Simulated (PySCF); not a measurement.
## How methods differ on the excitation energy of V

V [Ar] 3d3 4s2 (4F) → V [Ar] 3d3 4s1 5s1 (6F), as a difference of total energies. All numbers are calculated (PySCF 2.14, the spin-free X2C one-electron Hamiltonian (Gaussian nucleus), in aug-cc-pVTZ-DK (8s7p5d3f2g, 93 functions)). Correlated levels: valence: [Ar] frozen. The calculations carry no spin-orbit coupling.

```csv
method,excitation energy (cm⁻¹)
UHF,27920
MP2 (valence),34562
SCS-MP2 (valence),36566
CCSD (valence),36000
CCSD(T) (valence),36497
```

The promoted electron is Rydberg-like, and one or two diffuse shells describe it only roughly, which tends to raise the upper state.
